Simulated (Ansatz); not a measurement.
C$_{7}$H$_{8}$O, charge -1, doublet, at a GFN2-xTB geometry (a state made from the parent by changing its charge; the spin is typed, not shown lowest) (a gas-phase anion, which may not be bound at this level); PBE/STO-3G (Ansatz, a first-principles code).

The Ansatz input:
Ansatz 0.2 input:
```yaml
crystal:
  periodic: [false, false, false]
  atoms:
    - {symbol: C, position_ang: [-2.85244637, 0.12104586, 0.40364234]}
    - {symbol: C, position_ang: [-1.35653744, 0.04384248, 0.19780971]}
    - {symbol: C, position_ang: [-0.51317418, 0.69714256, 1.07399337]}
    - {symbol: C, position_ang: [0.92427427, 0.64301766, 0.86077453]}
    - {symbol: C, position_ang: [1.40476273, -0.06894844, -0.22366714]}
    - {symbol: O, position_ang: [2.79780312, -0.12966404, -0.44173020]}
    - {symbol: C, position_ang: [0.57900027, -0.72601675, -1.10521236]}
    - {symbol: C, position_ang: [-0.85612172, -0.66557300, -0.88207204]}
    - {symbol: H, position_ang: [-3.33705407, -0.81257766, 0.11131366]}
    - {symbol: H, position_ang: [-3.09489473, 0.32359776, 1.44835031]}
    - {symbol: H, position_ang: [-3.28751045, 0.92314510, -0.20134839]}
    - {symbol: H, position_ang: [-0.89948791, 1.25305374, 1.92222612]}
    - {symbol: H, position_ang: [1.59857798, 1.15407491, 1.54432546]}
    - {symbol: H, position_ang: [3.19369358, 0.38431560, 0.27066129]}
    - {symbol: H, position_ang: [0.98402782, -1.27492021, -1.94397149]}
    - {symbol: H, position_ang: [-1.51832279, -1.18043904, -1.56932591]}
basis:
  gaussian:
    orbitals: STO-3G
hamiltonian:
  xc: pbe
total_charge: -1
magnetization: {spin_polarized: true, initial_magnetization: 1}
```

Output, abridged:

```
Functional definition: PBE
683 factors; integrals over basis functions are off by at most 3.6e-5 eV
mean field evaluation 1: about -9300.4066 eV, gradient 1.4e1 eV
mean field evaluation 2: about -9295.7519 eV, gradient 2.8e1 eV
mean field evaluation 4: about -9301.5399 eV, gradient 2.7e0 eV
mean field evaluation 8: about -9301.3552 eV, gradient 3.5e-1 eV
mean field evaluation 16: about -9301.3562 eV, gradient 3.9e-4 eV
mean field -9301.35619007 eV, -341.8185352994 hartree, gradient 3.0e-5 eV, S^2 0.757270; 1 other end points of the search recorded, 0 dependent functions left out
reference -9301.35621672 eV, -341.8185362789 hartree; 30, 29 occupied and 18, 19 virtual orbitals, 683 factors
Total energy: -9301.35621672 eV, -341.8185362789 hartree
```
